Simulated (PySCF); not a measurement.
# Core-level binding energies of `c1cc2sccc2o1`

Species: C6H4OS.
Numbering: `[cH:1]1[cH:2][c:3]2[s:4][cH:5][cH:6][c:7]2[o:8]1`

Cartesian coordinates in Å at the PBE0-D3(BJ)/def2-SVP level; atoms count from 1:
```xyz
12
C6H4OS angstrom
C     -1.9302   -0.5929   -0.1996
C     -1.6374    0.6636    0.2510
C     -0.2109    0.7297    0.2282
S      1.1289    1.7578    0.5601
C      2.2416    0.5166    0.0670
C      1.6353   -0.6447   -0.3381
C      0.2301   -0.4968   -0.2356
O     -0.8134   -1.3063   -0.4970
H     -2.8747   -1.1071   -0.3576
H     -2.3549    1.4226    0.5523
H      3.3104    0.7230    0.1070
H      2.1655   -1.5318   -0.6816
```

Theory: delta-SCF UKS SCAN, pcX-2 on the ionised atom, pcseg-1 elsewhere, spin-free X2C (PySCF 2.14.0). These are vertical core ionisation energies against the vacuum level, from separate self-consistent calculations with and without the core hole.

Task: Give the core binding energies atom by atom.

Result: 
| atom(s) | environment | level | binding energy (eV) | above the level's lowest (eV) | count |
| --- | --- | --- | --- | --- | --- |
| C6 | aromatic CH carbon | C 1s | 290.59 | 0.00 | 1 |
| C5 | aromatic CH next to a ring sulfur | C 1s | 290.59 | 0.00 | 1 |
| C2 | aromatic CH carbon | C 1s | 290.66 | +0.07 | 1 |
| C3 | ring-fusion aromatic carbon | C 1s | 290.76 | +0.17 | 1 |
| C1 | aromatic CH next to a ring oxygen | C 1s | 291.54 | +0.95 | 1 |
| C7 | ring-fusion aromatic carbon | C 1s | 291.63 | +1.04 | 1 |
| O8 | furan-type oxygen | O 1s | 539.88 | 0.00 | 1 |
| S4 | thiophene-type sulfur | S 1s | 2477.96 | 0.00 | 1 |

The listed C 1s values span 1.04 eV, from C6 (bonded to 2 C (aromatic in the SMILES) and H) to C7 (bonded to O (aromatic in the SMILES) and 2 C (aromatic in the SMILES)). The widest gap between neighbouring values is 0.78 eV, between 290.76 and 291.54 eV. The values 290.59 and 290.59 eV lie too close for their order to be trusted.

Task: What is the longest wavelength that can ionise C 1s of C2 vertically?

Result: λ = hc/E = 12398.42 eV Å / 290.66 eV = 42.656 Å.

Task: Express the binding energy of C 1s of C2 in atomic units and per mole.

Result: 290.66 eV = 10.6816 Eh = 28044 kJ/mol.

Not every level is listed. Isolated species at its PBE0-D3(BJ)/def2-SVP geometry, gas phase.
